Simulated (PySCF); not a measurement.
Al(H)(OH)(SeH) (AlH3OSe), SMILES [OH][AlH][SeH].

Geometry optimised at PBE-D3(BJ)/def2-TZVP. Other conformers were not sampled.

Computed with PBE-D3(BJ)/def2-TZVP in PySCF.

Frequencies are harmonic and unscaled.

Computed harmonic wavenumbers and intensities:
| mode | ν (cm⁻¹) | IR (km/mol) | moving atoms (share of kinetic energy) |
|---|---|---|---|
| 1 | 153 | 5.4 | O 53 %, Al 22 %, H 13 %, Se 13 % |
| 2 | 237 | 23.6 | H 87 % |
| 3 | 317 | 54.6 | H 93 % |
| 4 | 368 | 16.8 | Al 58 %, Se 28 %, H 11 % |
| 5 | 454 | 107.2 | H 82 %, Al 14 % |
| 6 | 496 | 105.5 | H 93 % |
| 7 | 605 | 111.6 | H 94 % |
| 8 | 676 | 88.5 | H 67 %, O 28 % |
| 9 | 834 | 130.6 | O 41 %, Al 40 %, H 19 % |
| 10 | 1897 | 162.5 | H 96 % |
| 11 | 2348 | 2.3 | H 99 % |
| 12 | 3792 | 71.7 | H 94 % |
